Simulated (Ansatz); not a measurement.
`CO[Si](C)(F)[GeH3]` + H₂ → `CO[SiH](C)F` + GeH₄ at 298.15 K and 1 bar (hydrogenolysis of the Si–Ge bond).

Isolated molecules relaxed with PBE0-D4/def2-TZVP in Ansatz; ΔE leaves out vibrations. CCSD(T)/CBS adds triple-zeta CCSD(T) − MP2 to the extrapolated MP2 energy (def2 sets, frozen cores). This one scheme is used for every species. For Ge outer-core shells are correlated without core-valence functions, which leaves a few kJ/mol of doubt a bond. Scalar relativity is left out up to krypton. Each species was taken in one conformer, which may not be the lowest.

```
             species  CCSD(T)/CBS energy (Eh)  H − E (kJ/mol)  S (J/(mol·K))
`CO[Si](C)(F)[GeH3]`              -2621.79878           309.7          435.9
                  H₂                 -1.17544            35.1          130.4
       `CO[SiH](C)F`               -544.48370           261.9          357.0
                GeH₄              -2078.49493            88.5          217.3
```

H − E and S are ideal-gas, rigid-rotor, harmonic terms from PBE0-D4/def2-TZVP, for one conformer and one mirror image of each species. For small species the MP2-based limit differs from directly extrapolated CCSD(T) by up to some mEh (0.8 for H₂); such offsets cancel only in part. 1 Eh = 2625.50 kJ/mol, R = 8.31446 J/(mol·K).

Question: By hand: ΔE, ΔH, ΔS and ΔG.

Answer: ΔE = (-544.48370) + (-2078.49493) − (-2621.79878) − (-1.17544) = -0.00441 Eh = -11.6 kJ/mol. Δ(H − E) = 261.9 + 88.5 − 309.7 − 35.1 = 5.6, so ΔH = -6.0 kJ/mol. ΔS = 357.0 + 217.3 − 435.9 − 130.4 = 8.0 J/(mol·K). ΔG = -6.0 − 298.15 × (8.0)/1000 = -8.4 kJ/mol.

Question: By hand: the equilibrium constant, and the temperature at which ΔG would vanish if ΔH and ΔS stayed fixed.

Answer: log₁₀ K = −ΔG/(RT ln 10) = 1.5. ΔH and −TΔS have one sign here, so there is no such temperature.

TΔS isn't small against ΔH here. A doubt of 5 kJ/mol in ΔE shifts log₁₀ K by 0.9 here. Other conformers and mirror images would add mixing entropy, several J/(mol·K) or more a flexible species. Modes under 60 cm⁻¹, often nearly free rotors, make the harmonic entropy too high. These are equilibria of isolated gas molecules and say nothing of rates. Largest T1 diagnostic: 0.012 (customary marks: 0.02 for closed shells, 0.045 for open ones).

ΔS is within the doubt of such terms, so its sign, and with it that verdict, could turn.
